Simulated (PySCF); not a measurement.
A calculated (r2SCAN0, PySCF 2.14, x2c-QZVPPall with one added diffuse shell each of s, p, d, f type, the spin-free X2C one-electron Hamiltonian (Gaussian nucleus)) atom or ion has these occupied shells.

| shell | electrons | orbital energy (eV) | rms radius, mean of both spins (bohr) |
| --- | --- | --- | --- |
| 1s α | 1 | -1294.6 | 0.151 |
| 1s β | 1 | -1294.5 | 0.151 |
| 2s α | 1 | -96.985 | 0.759 |
| 2s β | 1 | -96.797 | 0.759 |
| 2p α | 3 | -60.718 | 0.774 |
| 2p β | 3 | -60.579 | 0.774 |
| 3s α | 1 | -12.814 | 2.98 |

Q: Name the element and its charge.

A: Mg+ (magnesium, charge +1), in [Ne] 3s1, 2S determinant.
